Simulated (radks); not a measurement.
Spherical quantum dot in the effective-mass picture: electrons in a parabolic well V = omega^2 r^2 / 2 with omega = 0.145, all in effective atomic units (hartree* = m*/eps^2 hartree, bohr* = eps/m* bohr), one dielectric constant everywhere. Calculated with a radial shooting solver with Libxc functionals: non-relativistic Kohn-Sham, LDA (Slater exchange, Perdew-Wang correlation), spin-polarised, spherical densities. Levels are named by radial order and angular momentum (1s, 1p, 1d, 2s, ...), and open shells are averaged over m.

N = 12, configuration 1s2 1p6 1d(up 4, down 0). This is the lowest configuration that the search found. Occupied and some empty levels:

level    occupation  eigenvalue (hartree*)  <r> (bohr*)
1s up             1                 1.9970        5.373
1s down           1                 2.0123        5.170
1p up             3                 2.0417        6.261
1p down           3                 2.0606        6.208
1d up             4                 2.1001        6.886
1d down           0                 2.1200        6.900
2s up             0                 2.1346        5.515
2s down           0                 2.1444        5.620
1f up             0                 2.1693        7.393
1f down           0                 2.1890        7.440
2p up             0                 2.2151        6.342
2p down           0                 2.2264        6.358

Energy (hartree*): total 14.9580, kinetic 1.0600, external 5.3967, Hartree 10.301, exchange-correlation -1.7998.
